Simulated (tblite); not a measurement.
Record of a relaxation.

C6H17AlB2.
SMILES with atom numbers: `[CH3:1][CH2:2][C@@H:3]([AlH2:4])[BH:5][BH:6][CH:7]([CH3:8])[CH3:9]` (hydrogens: H10, H11, H12 on C1; H13, H14 on C2; H15 on C3; H16, H17 on Al4; H18 on B5; H19 on B6; H20 on C7; H21, H22, H23 on C8; H24, H25, H26 on C9)

Computed with GFN2-xTB (tblite), gas phase: L-BFGS steps from a force-field or distance-geometry start until the largest atomic force falls under 0.01 eV/Å. 4 of its 200 geometries are shown.

Step 0: E = -678.9051 eV, largest atomic force 1.817 eV/Å
```
atom  x, y, z in Å  |  force x, y, z in eV/Å
C1     -3.229    1.264   -0.568   -1.101   0.906  -0.234
C2     -2.956   -0.208   -0.454   -0.172  -1.488  -0.437
C3     -1.638   -0.475    0.286    0.390   0.861  -0.621
Al4    -1.416   -2.459    0.353   -0.483  -0.225   1.061
B5     -0.411    0.067   -0.547    0.491  -1.519   0.859
B6      0.835    0.782    0.258   -0.289   0.949  -0.658
C7      2.333    0.431   -0.170   -0.695  -0.050   0.486
C8      2.694   -0.901    0.491    0.415  -0.611  -0.143
C9      3.277    1.488    0.338    1.251   0.920   0.943
H10    -2.911    1.810    0.352   -0.272  -0.372  -0.821
H11    -2.721    1.674   -1.461   -0.162   0.002   0.653
H12    -4.346    1.410   -0.709    1.218   0.097   0.150
H13    -3.787   -0.717    0.067    0.097   0.125  -0.098
H14    -2.881   -0.679   -1.471   -0.219   0.335   0.587
H15    -1.711   -0.003    1.271   -0.013  -0.060   0.140
H16    -0.498   -3.008    1.562   -0.160  -0.074  -0.680
H17    -2.606   -3.411   -0.176    0.605   0.220  -0.071
H18    -0.107   -0.606   -1.486   -0.650   0.416  -0.599
H19     0.627    1.718    0.977    0.307  -0.472  -0.072
H20     2.462    0.306   -1.252   -0.161   0.001   0.119
H21     3.790   -1.041    0.390   -0.549  -0.103   0.336
H22     2.227   -1.719   -0.073   -0.126   0.012   0.412
H23     2.387   -0.933    1.558    0.301  -0.055  -0.789
H24     3.978    1.025    1.079   -0.404   0.606  -0.528
H25     3.903    1.948   -0.457   -0.546  -0.159   0.561
H26     2.685    2.258    0.885    0.930  -0.262  -0.554
```

Step 66: E = -680.2154 eV, largest atomic force 0.188 eV/Å
```
atom  x, y, z in Å  |  force x, y, z in eV/Å
C1     -3.522    0.993   -0.539   -0.013  -0.015   0.009
C2     -2.882   -0.367   -0.290    0.025  -0.044   0.011
C3     -1.474   -0.253    0.337    0.055   0.072  -0.057
Al4    -1.203   -2.263    0.416   -0.082  -0.016  -0.062
B5     -0.368    0.319   -0.588   -0.003   0.063   0.026
B6      0.996    1.171   -0.239   -0.088  -0.063  -0.051
C7      2.421    0.472   -0.110    0.014   0.000   0.046
C8      2.337   -0.903    0.562   -0.052  -0.003   0.082
C9      3.539    1.285    0.575    0.053   0.032   0.052
H10    -3.667    1.518    0.400    0.031   0.059   0.062
H11    -2.886    1.599   -1.179    0.036   0.000  -0.001
H12    -4.493    0.883   -1.017   -0.038  -0.028  -0.027
H13    -3.550   -0.962    0.353   -0.020  -0.020   0.007
H14    -2.797   -0.909   -1.244   -0.054   0.025   0.008
H15    -1.539    0.194    1.340    0.020  -0.010  -0.056
H16    -0.089   -3.137    1.013    0.096  -0.022   0.068
H17    -2.380   -3.135   -0.138    0.056   0.057   0.021
H18    -0.591    0.128   -1.740    0.040   0.023  -0.044
H19     0.987    2.348   -0.225    0.037   0.027   0.000
H20     2.732    0.311   -1.153   -0.045  -0.066   0.005
H21     3.245   -1.483    0.406    0.019  -0.025   0.011
H22     1.480   -1.478    0.202   -0.028  -0.057  -0.177
H23     2.192   -0.769    1.630    0.028  -0.020   0.117
H24     4.159    0.632    1.184    0.066  -0.017  -0.005
H25     4.194    1.775   -0.142   -0.084   0.037  -0.084
H26     3.137    2.053    1.229   -0.071   0.011   0.040
```

Step 133: E = -680.4186 eV, largest atomic force 0.066 eV/Å
```
atom  x, y, z in Å  |  force x, y, z in eV/Å
C1     -3.514    1.015   -0.399    0.005  -0.009   0.014
C2     -2.803   -0.321   -0.211    0.005  -0.027  -0.010
C3     -1.325   -0.117    0.182    0.005  -0.017   0.023
Al4    -0.794   -2.044    0.532   -0.030   0.007  -0.018
B5     -0.352    0.390   -0.906    0.000  -0.003   0.007
B6      1.052    1.170   -0.605    0.003  -0.004   0.005
C7      2.365    0.371   -0.177    0.007  -0.012  -0.011
C8      2.093   -1.018    0.398    0.030  -0.013   0.004
C9      3.295    1.132    0.778   -0.015   0.022  -0.018
H10    -3.491    1.595    0.521    0.027   0.007   0.031
H11    -3.013    1.589   -1.175   -0.023   0.010  -0.011
H12    -4.556    0.869   -0.678   -0.013  -0.011  -0.042
H13    -3.339   -0.913    0.546    0.006   0.017   0.046
H14    -2.855   -0.884   -1.148    0.006  -0.031  -0.022
H15    -1.268    0.406    1.149   -0.012   0.034  -0.007
H16    -0.125   -2.642    1.793    0.012   0.004   0.020
H17    -1.482   -3.126   -0.346    0.000   0.021  -0.027
H18    -0.654    0.126   -2.020   -0.027   0.010  -0.014
H19     1.204    2.326   -0.762    0.005   0.014   0.025
H20     2.916    0.239   -1.121    0.021  -0.018   0.005
H21     3.019   -1.544    0.624    0.022  -0.028   0.032
H22     1.516   -1.640   -0.303   -0.035   0.017  -0.015
H23     1.510   -0.934    1.322    0.001  -0.009  -0.002
H24     4.233    0.597    0.924   -0.017  -0.027   0.023
H25     3.526    2.114    0.377    0.018   0.063  -0.010
H26     2.821    1.263    1.749   -0.004  -0.020  -0.026
```

Step 199: E = -680.4316 eV, largest atomic force 0.010 eV/Å
```
atom  x, y, z in Å  |  force x, y, z in eV/Å
C1     -3.540    0.982   -0.427    0.000   0.001  -0.003
C2     -2.794   -0.312   -0.114   -0.004   0.006  -0.002
C3     -1.314   -0.048    0.237   -0.004   0.005  -0.004
Al4    -0.709   -1.964    0.502    0.002  -0.003   0.000
B5     -0.368    0.435   -0.884    0.000  -0.006  -0.008
B6      1.066    1.177   -0.624   -0.003  -0.004   0.002
C7      2.366    0.349   -0.200   -0.009  -0.001  -0.003
C8      2.071   -1.049    0.345    0.002   0.004  -0.004
C9      3.256    1.096    0.803    0.000  -0.006  -0.007
H10    -3.500    1.659    0.424   -0.001  -0.005  -0.001
H11    -3.077    1.478   -1.278    0.000   0.002   0.005
H12    -4.585    0.784   -0.661    0.009  -0.001  -0.001
H13    -3.301   -0.824    0.717    0.000   0.005  -0.003
H14    -2.851   -0.976   -0.986    0.005  -0.003   0.006
H15    -1.250    0.501    1.187    0.004  -0.002   0.004
H16    -0.221   -2.606    1.827    0.002   0.004   0.000
H17    -1.158   -3.001   -0.563   -0.001   0.003  -0.006
H18    -0.699    0.155   -1.987   -0.003   0.000   0.005
H19     1.256    2.329   -0.781   -0.006  -0.005  -0.002
H20     2.953    0.226   -1.122   -0.002   0.006   0.003
H21     2.985   -1.600    0.567   -0.004  -0.001   0.004
H22     1.485   -1.642   -0.375    0.000   0.002   0.006
H23     1.483   -0.975    1.268    0.004  -0.003   0.001
H24     4.155    0.525    1.031    0.007  -0.001  -0.001
H25     3.554    2.062    0.405    0.000   0.000   0.003
H26     2.715    1.262    1.732    0.000   0.003   0.006
```

Question: Summarise the path.

Answer: The energy falls by 147.28 kJ/mol from step 0 to step 199; nine tenths of that is first reached at step 77. It falls at every step. The largest force goes from 1.817 to 0.010 eV/Å. Among the bonds Al4–H16 changes most, from 1.615 to 1.551 Å; the atoms move by 0.862 Å rms after alignment.

What follows is the cost of the whole relaxation. On one thread, Arm Neoverse N1 (aarch64), shared host with 64 logical CPUs at a one-minute load of 60, this took 3.9 s.
